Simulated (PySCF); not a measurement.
The vertical singlet excitations below were computed for one of the candidates. Method: TDDFT PBE0/def2-SVPD, vertical, gas phase, core orbitals frozen in the response in PySCF 2.14.0, density-fitted response routines. Geometries: GFN2-xTB, one conformer each.

```json
{"state": "S1", "E (eV)": "5.23", "λ (nm)": "237.1", "f": "0.016"}
{"state": "S2", "E (eV)": "5.84", "λ (nm)": "212.5", "f": "0.0058"}
{"state": "S3", "E (eV)": "6.05", "λ (nm)": "204.8", "f": "0.014"}
{"state": "S4", "E (eV)": "6.27", "λ (nm)": "197.7", "f": "0.019"}
{"state": "S5", "E (eV)": "6.35", "λ (nm)": "195.1", "f": "0.018"}
{"state": "S6", "E (eV)": "6.68", "λ (nm)": "185.7", "f": "0.019"}
```

Triplets computed (Tamm–Dancoff): 4.89, 5.46 eV.

Orbital energies (eV): HOMO-3 -8.81, HOMO-2 -7.81, HOMO-1 -7.65, HOMO -6.77, LUMO -0.33, LUMO+1 0.36, LUMO+2 0.70.

Question: Which candidate is it? All have the formula C4H12OSi2.
A. `C([SiH3])C(CC[SiH3])=O`
B. `C=CC[SiH2]CO[SiH3]`
C. `CO[C@H]1[SiH2][C@H](C)[SiH2]1`

Answer: C. Its S1 lies at 5.23 eV; the nearest of the others has S1 at 4.50 eV. S1 is HOMO→LUMO (94%). Löwdin shares by element: HOMO oxygen 42%, carbon 24% or more, silicon 13% or more (atoms not listed hold the other 21%); LUMO silicon 34%, carbon 22% or more (atoms not listed hold the other 45%). At the same level the other candidates give, for their lowest levels:
- `O=C(C[SiH3])CC[SiH3]`: 4.50 eV (f 0.005); 6.17 eV (f 0.002); 6.49 eV (f 0.025); 6.73 eV (f 0.001); 6.95 eV (f 0.044); T1 4.00 eV; HOMO -7.41, LUMO -1.00 eV
- `C=CC[SiH2]CO[SiH3]`: 6.32 eV (f 0.035); 6.64 eV (f 0.161); 6.80 eV (f 0.002); 6.87 eV (f 0.015); 6.90 eV (f 0.067); T1 4.26 eV; HOMO -7.13, LUMO -0.01 eV

The values belong to the conformer `[CH3:1][O:2][C@H:3]1[SiH2:4][C@H:5]([CH3:6])[SiH2:7]1`: C1–O2–C3–Si4 179°.
